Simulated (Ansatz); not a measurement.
Cost and result for the atomization energy of C2H6FNSi (`C=N[SiH](C)F`) (11 atoms, 10 bonds).

```xyz
11

C     0.3144    0.2709   -2.1758
N     0.7719    0.1094   -1.0163
Si    0.0240   -0.6922    0.3147
C    -0.1672    0.4960    1.7180
F    -1.4282   -1.2621   -0.0775
H     0.9005    0.8063   -2.9323
H    -0.6674   -0.0970   -2.5075
H     0.8680   -1.8618    0.6502
H    -0.6240    0.0046    2.5800
H    -0.7991    1.3387    1.4277
H     0.8072    0.8871    2.0188
```

The species carries charge 0 and has multiplicity 1. The geometry is a stationary point of PBE0-D4/def2-TZVP. It is one conformer, not always the lowest. Program: Ansatz. All runs use 4 threads of an Arm Neoverse V2 on a shared host. Times are those of one run each, without the atoms' runs, and a repeat can differ threefold. Electronic energies, without spin–orbit coupling; frozen cores. CCSD(T)/CBS adds CCSD(T) − MP2 in def2-TZVPP to the MP2 limit, and its time is that of the two runs behind it. T1 = 0.012. B3LYP takes the VWN-RPA correlation (the form of Gaussian; ORCA's B3LYP/G).

CCSD(T)/CBS is a level of theory with its own doubt, some kJ/mol a heavy atom from the limit and from the frozen cores, so smaller differences don't rank the functionals.

```tsv
level	functions	wall time	atomization (kJ/mol)	difference from CCSD(T)/CBS	per bond
revPBE-D4/def2-TZVPP	250	1.7 s	4266.1	-31.0	-3.1
BLYP-D4/def2-TZVPP	250	1.8 s	4304.0	6.9	0.7
PBE-D4/def2-TZVPP (with forces)	250	2.1 s	4368.8	71.7	7.2
PBE0-D4/def2-TZVPP	250	2.4 s	4286.9	-10.2	-1.0
BHLYP-D4/def2-TZVPP	250	2.7 s	4177.3	-119.8	-12.0
CAM-B3LYP-D4/def2-TZVPP	250	3 s	4322.2	25.1	2.5
B3LYP-D4/def2-TZVPP (with forces)	250	3.8 s	4302.5	5.4	0.5
CCSD(T)/def2-SVP	104	4.3 s	4027.0	-270.1	-27.0
B2PLYP/def2-TZVPP	250	4.7 s	4259.1	-38.0	-3.8
PBE-QIDH/def2-TZVPP	250	4.7 s	4254.6	-42.5	-4.3
MP2/def2-QZVPP	478	19 s	4320.8	23.7	2.4
CCSD(T)/def2-TZVPP	250	2.2 min	4179.7	-117.4	-11.7
CCSD(T)/CBS(def2)	–	2.5 min	4297.1	0.0	0.0
```

At CCSD(T), def2-SVP lies −270.2 kJ/mol from the extrapolated value and def2-TZVPP −117.5 kJ/mol: correlation converges slowly with the basis, and small sets miss more of it in the bonded molecule than in its fragments. From PBE to PBE0 (25 % exact exchange), in def2-TZVPP and without D4, the atomization energy moves by −78.7 kJ/mol: exact exchange takes away binding that semilocal exchange gives to molecules. Leaving LDA and LC-ωPBE aside and taking each functional with its dispersion term where it has one, the values spread over 191.5 kJ/mol, from BHLYP-D4 to PBE-D4. LDA lies +528.3 kJ/mol from PBE without D4, its usual overbinding.
